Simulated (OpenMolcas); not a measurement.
**Multiplet structure of Ni2+**

```
Program             : OpenMolcas
Method              : CASSCF
Basis               : ANO-RCC-VTZP [6s5p3d2f1g]
Scalar Hamiltonian  : DKH2, point nucleus
Active space        : 8 electrons in 5 orbitals (3d)
State averaging     : 2S+1 = 3 even, 10 roots; 2S+1 = 1 even, 15 roots
Spin-orbit coupling : state interaction with AMFI integrals over the reference wave functions, term energies averaged over their components
```

Spin-free terms above the lowest, with the occupations of the reference:

```tsv
Configuration	Term	E (cm-1)	Occupations
3d8	3F	0.0	3d 8.00
3d8	1D	16378	3d 8.00
3d8	3P	19836	3d 8.00
3d8	1G	25603	3d 8.00
3d8	1S	63115	3d 8.00
```

With spin-orbit coupling, above the lowest level:

| Configuration | Term | J | E (cm-1) | Measured (cm-1) | Term weight % |
| --- | --- | --- | --- | --- | --- |
| 3d8 | 3F | 4 | 0.0 | 0.0 | 100 |
| 3d8 | 3F | 3 | 1344 | 1361 | 100 |
| 3d8 | 3F | 2 | 2270 | 2270 | 100 |
| 3d8 | 1D | 2 | 17184 | 14032 | 92 |
| 3d8 | 3P | 2 | 20793 | 16662 | 92 |
| 3d8 | 3P | 1 | 21181 | 16978 | 100 |
| 3d8 | 3P | 0 | 21451 | 17231 | 100 |
| 3d8 | 1G | 4 | 26632 | 23109 | 100 |
| 3d8 | 1S | 0 | 64189 | 52532 | 100 |

Against the 8 measured excited levels shown (Corliss and Sugar, J. Phys. Chem. Ref. Data 10, 197 (1981)) the mean absolute deviation is 3900 cm-1; the largest miss in energy is 3d8 1S0: computed 64189, measured 52532 cm-1 (+22.2 %).

Spin-orbit coupling puts the lowest level 1012 cm-1 below the lowest spin-free term.

For 3F the intervals divided by the larger J are -308.6, -336.1 cm-1. Landé's interval rule makes them equal in pure LS coupling; they differ by 9 % of their mean. The multiplet is inverted.

Without dynamic correlation excited terms often stand tens of per cent too high (terms of higher spin than the ground term too low), and those without a measured partner can miss by more than the paired ones. Some levels mix across a computed gap that differs much from the measured one, so their mixing is not that of the real levels. Measured partners are found by configuration, term and J. A level has none where our copy of the source lacks it or the pairing is in doubt (some pairs that miss far off the trend of their configuration count as doubtful), and it then counts in no deviation. Levels of configurations outside the active space are missing.

The RASSCF and RASSI steps took 3.6 s on 1 thread of Intel(R) Xeon(R) 6975P-C (Granite Rapids) (shared host); the integral step is not counted.

The term weight is that of the spin-free term in the level, not the purity of its configuration.
